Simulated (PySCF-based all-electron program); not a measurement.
# LaH₄N, singlet: all-electron forces

All-electron Kohn–Sham DFT on the free molecule, computed near the basis limit with an in-house program on PySCF integrals; Koelling–Harmon scalar relativity, no spin–orbit coupling, spin-restricted. Forces are good to about 0.020 eV/Å. Atoms are numbered as listed.

Shape A:

```xyz
6

La    0.0000    0.0000    0.0000
N     0.0000    0.0000    2.2280
H     0.8588    1.7925   -0.7630
H     0.8588   -1.7925   -0.7630
H     0.0720    0.8229    2.8348
H     0.0720   -0.8229    2.8348
```

PBE forces:

```tsv
atom	Fx	Fy	Fz (eV/Å)
La1	0.051	0.000	0.067
N2	-0.007	0.000	-0.043
H3	-0.023	-0.044	0.017
H4	-0.023	0.044	0.017
H5	0.001	-0.055	-0.029
H6	0.001	0.055	-0.029
```

(1) What forces does LDA give in shape A?

(2) What forces does PBEsol give in shape A?

(3) What forces does HSE06 give in shape A?

Shape B:

```xyz
6

La    0.0000    0.0000    0.0000
N     0.0000    0.0000    2.4508
H     0.8588    1.7925   -0.7630
H     0.8588   -1.7925   -0.7630
H     0.0720    0.8229    3.0576
H     0.0720   -0.8229    3.0576
```

Against shape A, La1–N2 goes from 2.228 to 2.451 Å, La1–H5 goes from 2.953 to 3.167 Å, La1–H6 goes from 2.953 to 3.167 Å.

PBE forces:

```csv
atom,Fx,Fy,Fz (eV/Å)
La1,0.187,0.000,1.984
N2,-0.044,0.000,-1.800
H3,-0.072,-0.157,0.014
H4,-0.072,0.157,0.014
H5,0.001,-0.096,-0.106
H6,0.001,0.096,-0.106
```

(4) What forces does HSE06 give in shape B?

Shape C:

| atom | x (Å) | y (Å) | z (Å) |
| --- | --- | --- | --- |
| La | 0.0000 | 0.0000 | 0.0000 |
| N | 0.0000 | 0.0000 | 2.0052 |
| H | 0.8588 | 1.7925 | -0.7630 |
| H | 0.8588 | -1.7925 | -0.7630 |
| H | 0.0720 | 0.8229 | 2.6120 |
| H | 0.0720 | -0.8229 | 2.6120 |

Against shape A, La1–N2 goes from 2.228 to 2.005 Å, La1–H5 goes from 2.953 to 2.740 Å, La1–H6 goes from 2.953 to 2.740 Å.

PBE forces:

```csv
atom,Fx,Fy,Fz (eV/Å)
La1,-0.113,0.000,-4.309
N2,0.019,0.000,4.106
H3,0.033,0.093,0.030
H4,0.033,-0.093,0.030
H5,0.014,0.059,0.072
H6,0.014,-0.059,0.072
```

(5) What forces does LDA give in shape C?

(6) What forces does PBEsol give in shape C?

(7) What forces does HSE06 give in shape C?

Results:

(1) The forces move by 0.281 eV/Å (r.m.s. over the atoms) from PBE.

| atom | Fx | Fy | Fz (eV/Å) |
| --- | --- | --- | --- |
| La1 | 0.080 | 0.000 | 0.482 |
| N2 | 0.001 | 0.000 | -0.560 |
| H3 | -0.044 | -0.114 | 0.051 |
| H4 | -0.044 | 0.114 | 0.051 |
| H5 | 0.003 | 0.043 | -0.013 |
| H6 | 0.003 | -0.043 | -0.013 |

(2) The forces move by 0.186 eV/Å (r.m.s. over the atoms) from PBE.

| atom | Fx | Fy | Fz (eV/Å) |
| --- | --- | --- | --- |
| La1 | 0.105 | 0.000 | 0.307 |
| N2 | -0.018 | 0.000 | -0.396 |
| H3 | -0.049 | -0.083 | 0.035 |
| H4 | -0.049 | 0.083 | 0.035 |
| H5 | 0.005 | 0.028 | 0.009 |
| H6 | 0.005 | -0.028 | 0.009 |

(3) The forces move by 0.268 eV/Å (r.m.s. over the atoms) from PBE.

```tsv
atom	Fx	Fy	Fz (eV/Å)
La1	0.142	0.000	0.185
N2	0.027	0.000	0.274
H3	-0.058	-0.065	0.019
H4	-0.058	0.065	0.019
H5	-0.026	-0.375	-0.249
H6	-0.026	0.375	-0.249
```

(4) The forces move by 0.264 eV/Å (r.m.s. over the atoms) from PBE.

```tsv
atom	Fx	Fy	Fz (eV/Å)
La1	0.284	0.000	2.151
N2	-0.009	0.000	-1.537
H3	-0.111	-0.192	0.020
H4	-0.111	0.192	0.020
H5	-0.026	-0.416	-0.327
H6	-0.026	0.416	-0.327
```

(5) The forces move by 0.359 eV/Å (r.m.s. over the atoms) from PBE.

```json
{"atom": "La1", "Fx": "-0.086", "Fy": "0.000", "Fz (eV/Å)": "-3.767"}
{"atom": "N2", "Fx": "0.025", "Fy": "0.000", "Fz (eV/Å)": "3.443"}
{"atom": "H3", "Fx": "0.011", "Fy": "0.017", "Fz (eV/Å)": "0.070"}
{"atom": "H4", "Fx": "0.011", "Fy": "-0.017", "Fz (eV/Å)": "0.070"}
{"atom": "H5", "Fx": "0.019", "Fy": "0.166", "Fz (eV/Å)": "0.093"}
{"atom": "H6", "Fx": "0.019", "Fy": "-0.166", "Fz (eV/Å)": "0.093"}
```

(6) The forces move by 0.227 eV/Å (r.m.s. over the atoms) from PBE.

```json
{"atom": "La1", "Fx": "-0.056", "Fy": "0.000", "Fz (eV/Å)": "-4.002"}
{"atom": "N2", "Fx": "0.005", "Fy": "0.000", "Fz (eV/Å)": "3.673"}
{"atom": "H3", "Fx": "0.006", "Fy": "0.049", "Fz (eV/Å)": "0.051"}
{"atom": "H4", "Fx": "0.006", "Fy": "-0.049", "Fz (eV/Å)": "0.051"}
{"atom": "H5", "Fx": "0.020", "Fy": "0.145", "Fz (eV/Å)": "0.113"}
{"atom": "H6", "Fx": "0.020", "Fy": "-0.145", "Fz (eV/Å)": "0.113"}
```

(7) The forces move by 0.291 eV/Å (r.m.s. over the atoms) from PBE.

```json
{"atom": "La1", "Fx": "-0.030", "Fy": "0.000", "Fz (eV/Å)": "-4.295"}
{"atom": "N2", "Fx": "0.054", "Fy": "0.000", "Fz (eV/Å)": "4.541"}
{"atom": "H3", "Fx": "0.002", "Fy": "0.084", "Fz (eV/Å)": "0.030"}
{"atom": "H4", "Fx": "0.002", "Fy": "-0.084", "Fz (eV/Å)": "0.030"}
{"atom": "H5", "Fx": "-0.015", "Fy": "-0.262", "Fz (eV/Å)": "-0.153"}
{"atom": "H6", "Fx": "-0.015", "Fy": "0.262", "Fz (eV/Å)": "-0.153"}
```
